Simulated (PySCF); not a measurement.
## Bond curve of SrPb⁻

Set-up: Sr def2-SVPD with ECP28, Pb def2-SVPD with ECP60; scalar-relativistic core potentials (PySCF 2.14). Energies in eV from Sr + Pb⁻ in their ground configurations at the same level. State: ⁴Σ⁻ (quartet), unpaired electrons σ ↑, π ↑↑.

```
R (Å)  r²SCAN     PBE  ROHF-SCS-MP2
2.933  -1.001  -1.049        -0.565
3.070  -1.199  -1.242        -0.800
3.206  -1.302  -1.341        -0.933
3.309  -1.336  -1.373        -0.987
3.411  -1.342  -1.378        -1.013
3.513  -1.330  -1.364        -1.018
3.650  -1.293  -1.325        -1.001
3.820  -1.226  -1.258        -0.959
4.025  -1.132  -1.164        -0.890
4.298  -1.001  -1.037        -0.788
```

Q: Put a parabola through the three lowest points of the r²SCAN curve and estimate Re, k and ωe (reduced mass 61.79 u; 1 eV/Å² = 0.16022 mdyn/Å; ωe = 1302.8·√(k/μ) cm⁻¹).

A: Through R = 3.309, 3.411, 3.513 Å the second-order coefficient is 0.865 eV/Å², so Re ≈ 3.394 Å, k ≈ 0.277 mdyn/Å and ωe ≈ 87 cm⁻¹. A polynomial fit of higher order to the unrounded r²SCAN energies gives Re = 3.391 Å, k = 0.312 mdyn/Å, ωe = 92.6 cm⁻¹; anharmonicity and rounding make the difference.

The higher-order fit for each curve: r²SCAN: Re = 3.391 Å, ωe = 92.6 cm⁻¹, De = 1.34 eV; PBE: Re = 3.383 Å, ωe = 93.0 cm⁻¹, De = 1.38 eV; ROHF-SCS-MP2: Re = 3.490 Å, ωe = 82.0 cm⁻¹, De = 1.02 eV.

Correlated steps freeze 4 core orbitals. Correlated levels converge slowly with the basis: in double zeta they bind strong bonds too weakly, by up to about 1 eV, and carry superposition errors of some tenths. These are scalar-relativistic numbers at best; spin–orbit coupling would shift them, the dissociation energy most. For an ion De counts to the pair picked by the measured ionisation energies or electron affinities, which need not be the lowest pair at this level. The highest Kohn–Sham level is positive in this anion. Much of that is self-interaction error, but it also means that the finite basis helps to hold the extra electron. The state was picked by a PBE0 search and need not be the measured ground state.
